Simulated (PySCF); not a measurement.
Species: SnCl4.
Structure used (PBE0-D3(BJ)/def2-SVP), in Å, numbered top down from 1:
```
atom  x, y, z in Å
Sn1    0.0160   -0.0176   -0.0032
Cl2   -0.1563   -0.1222    2.3039
Cl3    2.2456   -0.0008   -0.6226
Cl4   -1.0158    1.8946   -0.8022
Cl5   -1.0147   -1.8645   -0.9379
```

Computed, not measured: PBE0-D3(BJ)/def2-SVP geometry optimisation, gas phase, def2 core potentials past Kr (PySCF 2.14.0).

(1) Which atoms are bound to Sn1, and at what distances?

(2) List the angles at Sn1.

(3) What is the shape at Sn1?

Results:

(1) 4 atoms: Cl5 2.312 Å, Cl3 2.314 Å, Cl4 2.315 Å, Cl2 2.316 Å.

(2) 
| angle | degrees | distance of the outer atoms (Å) |
| --- | --- | --- |
| Cl2–Sn1–Cl4 | 110.4 | 3.80 |
| Cl2–Sn1–Cl3 | 109.8 | 3.79 |
| Cl2–Sn1–Cl5 | 109.5 | 3.78 |
| Cl3–Sn1–Cl4 | 109.3 | 3.78 |
| Cl3–Sn1–Cl5 | 109.1 | 3.77 |
| Cl4–Sn1–Cl5 | 108.8 | 3.76 |

(3) Tetrahedral: angles from 108.8° to 110.4°; τ4 = (360° − α − β)/141° = 0.99 with α and β the two widest (0 for a square, 1 for a tetrahedron). Differences among atoms that Td makes equivalent are scatter left by the optimiser.

Point group: Td (tolerance 0.08 Å). Charge 0, singlet. Not checked by PBE0-D3(BJ)/def2-SVP frequencies.
